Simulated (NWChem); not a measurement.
All runs are NWChem calculations. System: Sn (+1), charge 1, spin multiplicity 2. Its SCF solution wasn't tested for a lower state. Level: UMP2/def2-TZVPD with def2 effective core potentials on Sn, 4 core orbitals frozen.

Job file:

```
start mol
memory heap 200 mb stack 900 mb global 1100 mb
charge 1
geometry units angstroms nocenter noautoz
  Sn     0.000000     0.000000     0.000000
  symmetry group D2h
end
basis spherical
  * library def2-tzvpd
end
ecp
  Sn library def2-ecp
end
scf
  uhf
  nopen 1
  maxiter 100
  thresh 1e-7
  semidirect memsize 60000000 filesize 0
  # guess.movecs holds the orbitals of an unrestricted PBE0 run
  vectors input guess.movecs output mol.movecs
end
mp2
  freeze core 4
end
task mp2 energy
```

Output (cleaned and shortened):

```
             Northwest Computational Chemistry Package (NWChem) 7.3.0
             --------------------------------------------------------

                                NWChem Input Module
                                -------------------

 Scaling coordinates for geometry "geometry" by  1.889725989
 (inverse scale =  0.529177249)

                             Geometry "geometry" -> ""
                             -------------------------

 Output coordinates in angstroms (scale by  1.889725989 to convert to a.u.)

  No.       Tag          Charge          X              Y              Z
 ---- ---------------- ---------- -------------- -------------- --------------
    1 Sn                  50.0000     0.00000000     0.00000000     0.00000000

 Effective nuclear repulsion energy (a.u.)       0.0000000000

            Nuclear Dipole moment (a.u.)
            ----------------------------
        X                 Y               Z
 ---------------- ---------------- ----------------
     0.0000000000     0.0000000000     0.0000000000

      Symmetry information
      --------------------

 Group name             D2h
 Group number             26
 Group order               8
 No. of unique centers     1

      Symmetry unique atoms

     1


 Summary of "ao basis" -> "" (spherical)
 ------------------------------------------------------------------------------
       Tag                 Description            Shells   Functions and Types
 ---------------- ------------------------------  ------  ---------------------
 *                         def2-tzvpd                 on all atoms

 Summary of "ao basis" -> "ao basis" (spherical)
 ------------------------------------------------------------------------------
       Tag                 Description            Shells   Functions and Types
 ---------------- ------------------------------  ------  ---------------------
 Sn                        def2-tzvpd               18       56   7s5p4d2f

                                 NWChem SCF Module
                                 -----------------

  ao basis        = "ao basis"
[...]
  AO/Fock/Back tols     =   1.0D-09  1.0D-09  1.0D-09

 GA uses MA = F    GA memory limited = T

 Available:
  local mem=  1.26D+08
 global mem=  1.44D+08
 local disk=  0.00D+00
  mp2_memr nvloc                    45
  nvloc new                    45
   1 passes of   7:        4194304                      22141                   1714749.
   1 passes of   7: M    126143083           G      144172928           F     121948779.

 Semi-direct pass number   1 of   1  for UHF alpha       at        0.5s
  vrange nnbf                  1596
  mp2_eaftype                    10  avail_ma_in_mb                  1099
 EAF : mp2_eaftype filesize          10     857375.
  mp2_eaf for mointskh                     10
Node 0 wrote      4.0 Mb in      0.0 s     Agg I/O rate:  1615.7 Mb/s
 Done moints_semi at        1.2s
  mp2_eaftype                    10  avail_ma_in_mb                  1089
 EAF : mp2_eaftype filesize          10     857375.
  mp2_eaf for kh                    10
 Done maket at        1.2s
 Done multipass loop at        1.2s

 GA uses MA = F    GA memory limited = T

 Available:
  local mem=  1.26D+08
 global mem=  1.44D+08
 local disk=  0.00D+00
  mp2_memr nvloc                    46
  nvloc new                    46
   1 passes of   6:        4194304                      20191                   1503120.
   1 passes of   6: M    126143083           G      144172928           F     121948779.

 Semi-direct pass number   1 of   1  for UHF beta        at        1.3s
  vrange nnbf                  1596
  mp2_eaftype                    10  avail_ma_in_mb                  1099
 EAF : mp2_eaftype filesize          10     751560.
  mp2_eaf for mointskh                     10
Node 0 wrote      3.5 Mb in      0.0 s     Agg I/O rate:  2006.4 Mb/s
 Done moints_semi at        2.0s
  mp2_eaftype                    10  avail_ma_in_mb                  1089
 EAF : mp2_eaftype filesize          10     751560.
  mp2_eaf for kh                    10
 Done maket at        2.0s
 Done multipass loop at        2.0s

          -------------------------------------------
          SCF energy                -213.088188165839
          Correlation energy          -0.250943716975
          Singlet pairs                0.000000000000
          Triplet pairs                0.000000000000
          Total MP2 energy          -213.339131882814
          -------------------------------------------

          ---------------------------------------------------
                    Spin Component Scaled (SCS) MP2
          Same spin pairs                     -0.087442316955
          Same spin scaling factor             0.333333333333
          Opposite spin pairs                 -0.163501400020
          Opposite spin scaling fact.          1.200000000000
          SCS-MP2 correlation energy          -0.225349119009
          Total SCS-MP2 energy              -213.313537284848
          ---------------------------------------------------

 -----------------------
 Performance information
 -----------------------

 Timer overhead =  1.57D-07 seconds/call

               Nr. of calls         CPU time (s)                 Wall time (s)                GFlops
             ---------------    -------------------     ------------------------------   -------------------
Name         Min   Avg   Max    Min     Avg     Max     Min     Avg     Max   Mx/calls   Min     Max     Sum
mp2: moin     2     2     2    1.5     1.5     1.5      1.5     1.5     1.5    0.73      0.0     0.0     0.0
mp2: make     2     2     2   3.22E-2 3.22E-2 3.22E-2  3.22E-2 3.22E-2 3.22E-2 1.61E-2   0.0     0.0     0.0
mp2: tota     1     1     1    1.6     1.6     1.6      1.6     1.6     1.6     1.6      0.0     0.0     0.0

 The average no. of pstat calls per process was 5.00D+00
 with a timing overhead of 7.83D-07s

 Task  times  cpu:        2.0s     wall:        2.0s

 Total times  cpu:        2.0s     wall:        2.0s
```
